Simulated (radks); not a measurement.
Charge is removed step by step from the 6s1/2 level of the terbium ion Tb+, starting from [Xe] 4f9 6s1. All-electron calculation, Dirac Kohn-Sham, PBE, spin-unpolarised, spherical densities, point nucleus; open shells are shared between the two j in proportion to 2j + 1. Program: a radial shooting solver on a logarithmic mesh with Libxc functionals.

removed (e)  E - E(0) (eV)  eigenvalue (eV)  E minus straight line (eV)
0                    0.000           -8.737                       0.000
0.25                 2.353          -10.096                      -0.528
0.5                  5.052          -11.500                      -0.710
0.75                 8.108          -12.951                      -0.535
1                   11.524          -14.326                       0.000

Removing the whole electron costs 11.524 eV by Delta-SCF, against 8.737 eV from minus the eigenvalue at the starting occupation. Slater's transition state (half an electron removed) gives 11.500 eV. Integrating minus the eigenvalue over the occupation (Janak's theorem) gives 11.521 eV. The mean slope of the eigenvalue, de/dn, is 5.59 eV per electron. Ionisation energy of Tb+ in the NIST Atomic Spectra Database: 11.51 eV (semi-empirical).

Beside tabulated values, note that spin-unpolarised runs miss the spin-polarisation part of the exchange energy of open shells.
